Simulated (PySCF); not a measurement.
```xyz
7

C     -1.1856     0.0712     0.1089
Si     0.4065     0.1315    -0.4531
O      1.7640    -0.2963     0.3470
H     -1.4879    -0.2683     1.0916
H     -1.9835     0.3936    -0.5507
H      0.8204     0.5923    -1.7872
H      1.6661    -0.6241     1.2434
```

Charge 0, multiplicity 1.

Task: Give the Mulliken and meta-Löwdin atomic charges from PySCF with ωB97X-D3(BJ)/def2-TZVP // PBE0-D3(BJ)/def2-TZVP.

Result: 
| atom | Mulliken (e) | meta-Löwdin (e) |
|---|---|---|
| C1 | -0.55 | -0.73 |
| Si2 | 0.46 | 0.91 |
| O3 | -0.51 | -0.73 |
| H4 | 0.13 | 0.13 |
| H5 | 0.14 | 0.14 |
| H6 | 0.00 | -0.09 |
| H7 | 0.33 | 0.36 |
